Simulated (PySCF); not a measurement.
Species: H₆N₂Sn.
Structure used (PBE0-D3(BJ)/def2-SVP), in Å, numbered top down from 1:
```xyz
9
H6N2Sn angstrom
N     -1.729    0.056   -0.074
N     -0.567   -0.686   -0.311
Sn     1.295    0.046    0.132
H     -1.642    1.042   -0.329
H     -1.975    0.011    0.913
H     -0.654   -1.220   -1.170
H      2.448   -1.092   -0.424
H      1.538    1.587   -0.606
H      1.343    0.238    1.835
```

Level of theory: PBE0-D3(BJ)/def2-SVP geometry optimisation, gas phase, def2 core potentials past Kr (PySCF).

Problem. Which atoms are bound to Sn3, and at what distances?

Solution. 4 atoms: H7 1.712 Å, H9 1.715 Å, H8 1.726 Å, N2 2.049 Å. The nearest atom not counted as bound is H6, at 2.66 Å.

Problem. List the angles at Sn3.

Solution. 
```
    angle  degrees  distance of the outer atoms (Å)
H7–Sn3–H9    112.2                             2.84
H7–Sn3–H8    111.1                             2.84
N2–Sn3–H8    110.8                             3.11
H8–Sn3–H9    108.7                             2.80
N2–Sn3–H7    107.7                             3.04
N2–Sn3–H9    106.2                             3.02
```

Problem. What is the shape at Sn3?

Solution. Tetrahedral: angles from 106.2° to 112.2°; τ4 = (360° − α − β)/141° = 0.97 with α and β the two widest (0 for a square, 1 for a tetrahedron). The Sn–H distances aren't all alike: 1.712 to 1.726 Å.

Problem. What are the other bond lengths?

Solution. N1–N2 1.398 Å; N1–H4, N1–H5 1.020 Å; N2–H6 1.015 Å.

Problem. Give some angles away from the centre.

Solution. N1–N2–Sn3 121.9°.

Problem. What are the rotational constants (commonest isotopes, rigid rotor)?

Solution. A = 25897, B = 2924, C = 2786 MHz: a near-prolate asymmetric top.

Charge 0, singlet. Stationary, but not proved a minimum.

The run took 19 s on one thread of an Arm Neoverse V2, shared host with 192 logical CPUs at a one-minute load of 46, and the process peaked at 0.36 GiB of memory. This is the geometry optimisation.

One conformer stands for the species.
